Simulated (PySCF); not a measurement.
The scaffold SiH2(OH)-X carries different groups X. All species are isolated molecules in the gas phase. One relaxed conformer stands for each flexible species; it need not be the lowest. Strings in code marks are SMILES.

Calculation: PBE0-D4/def2-TZVP run with PySCF 2.14.0. Delta-SCF ions had no search for a lower state. Excitations are Tamm–Dancoff values on a coarser integration grid. The basis has no diffuse functions, so Rydberg states are missing or too high.

A: X = vinyl
B: X = hydroxy (`O[SiH2]O` (H–O–Si–O torsion -66°, O–Si–O–H torsion -66°))
C: X = siloxy (`O[SiH2]O[SiH3]` (H–O–Si–O torsion 72°, O–Si–O–Si torsion 68°))
D: X = acetyl (`[SiH2](C(=O)C)O` (O–C–Si–O torsion 0°, C–Si–O–H torsion 0°))
E: X = cyano (`O[SiH2]C#N`)
F: X = carbamoyl (`NC(=O)[SiH2]O` (O–C–Si–O torsion 0°, C–Si–O–H torsion 0°))

Problem. A design calls for the lowest vertical ionisation energy (Delta-SCF) in this set. Which member fits?

Solution. D (9.36 eV); next is F (9.59 eV).
